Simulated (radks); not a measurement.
The numbers below are computed, except where a source is named.
S+, configuration [Ne] 3s2 3p3 (the NIST ground configuration). Code: a radial shooting solver on a logarithmic mesh with Libxc functionals. Model: Dirac Kohn-Sham, PBE, spin-unpolarised, spherical densities, point nucleus; open shells fill j = l - 1/2 first. Some entries of the table are withheld. Estimate them.

| orbital | occ. | eigenvalue (eV) | <1/r> (bohr^-1) |
|---|---|---|---|
| 1s1/2 | 2 | -2417.642 | 15.66 |
| 2s1/2 | 2 | -223.3859 | 3.069 |
| 2p1/2 | 2 | (1) | (2) |
| 2p3/2 | 4 | (3) | (4) |
| 3s1/2 | 2 | -27.6102 | 0.8401 |
| 3p1/2 | 2 | -16.8450 | 0.7155 |
| 3p3/2 | 1 | -16.7461 | 0.7123 |

Answer. 
(1) 2p1/2 eigenvalue (eV): -169.0499
(2) 2p1/2 <1/r> (bohr^-1): 2.974
(3) 2p3/2 eigenvalue (eV): -167.7860
(4) 2p3/2 <1/r> (bohr^-1): 2.954
